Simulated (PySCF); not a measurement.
C₂H₈Ge₂.

```xyz
12

Ge     0.0167     2.3809     0.0000
C     -0.4527     0.4943     0.0000
C      0.4527    -0.4943     0.0000
Ge    -0.0167    -2.3809     0.0000
H      1.5512     2.5015     0.0000
H     -0.5592     3.0788    -1.2475
H     -0.5592     3.0788     1.2475
H     -1.5222     0.2412     0.0000
H      1.5222    -0.2412     0.0000
H      0.5592    -3.0788     1.2475
H      0.5592    -3.0788    -1.2475
H     -1.5512    -2.5015     0.0000
```

Coordinates come from a PBE0-D3(BJ)/def2-SVP optimisation.

Level of theory: PBE/pcSseg-1 (PySCF). Non-relativistic, no solvent.

Computed absolute GIAO shielding of each atom: isotropic value and principal components (ppm):
```csv
atom,σ(iso),σ11,σ22,σ33,span
Ge1,1492.8,1367.2,1492.5,1618.8,251.6
C2,27.5,-87.8,20.2,150.0,237.8
C3,27.5,-87.8,20.2,150.0,237.8
Ge4,1492.8,1367.2,1492.5,1618.8,251.6
H5,27.2,21.5,23.2,36.9,15.4
H6,26.8,21.0,22.1,37.3,16.4
H7,26.8,21.0,22.1,37.3,16.4
H8,24.2,21.0,22.4,29.3,8.4
H9,24.2,21.0,22.4,29.3,8.4
H10,26.8,21.0,22.1,37.3,16.4
H11,26.8,21.0,22.1,37.3,16.4
H12,27.2,21.5,23.2,36.9,15.4
```
